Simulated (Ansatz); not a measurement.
Diphenyliodonium hydroxide, `[OH-].c1ccc([I+]c2ccccc2)cc1`. Total charge 0; singlet. Geometry PBE-D4/def2-SVP, basis def2-TZVP, Ansatz.

```xyz
25

O    -0.651   -1.265   -0.805
H    -0.520   -0.930   -1.718
C    -4.190    2.684   -0.588
C    -3.030    3.359   -0.176
C    -1.838    2.642    0.031
C    -1.823    1.258   -0.178
I     0.160    0.334    0.363
C     1.923   -1.067    0.424
C     3.033   -0.465    1.026
C     4.217   -1.206    1.190
C     4.274   -2.537    0.748
C     3.151   -3.126    0.145
C     1.962   -2.392   -0.022
C    -2.971    0.570   -0.590
C    -4.159    1.295   -0.793
H    -5.123    3.245   -0.753
H    -3.048    4.449   -0.018
H    -0.926    3.175    0.354
H     2.990    0.584    1.372
H     5.096   -0.738    1.661
H     5.200   -3.119    0.874
H     3.195   -4.172   -0.199
H     1.069   -2.828   -0.489
H    -2.921   -0.516   -0.746
H    -5.070    0.765   -1.113
```

| run | HOMO (eV) | LUMO (eV) |
| --- | --- | --- |
| A | -5.66 | -3.04 |
| B | -5.49 | -3.11 |
| C | -6.47 | -2.33 |
| D | -5.35 | -2.99 |

In the def2 sets I takes a core potential; there is no spin–orbit coupling.

The runs used BLYP, PBE, PBE0, r2SCAN. Estimate which is which.

A r2SCAN (0 % exact exchange); B PBE (0 % exact exchange); C PBE0 (25 % exact exchange); D BLYP (0 % exact exchange). Exact exchange lowers occupied and raises empty levels; among semilocal functionals meta-GGAs tend to open the gap a little, and such runs are hard to tell apart. The gap grows from 2.35 eV (BLYP) to 4.15 eV (PBE0).
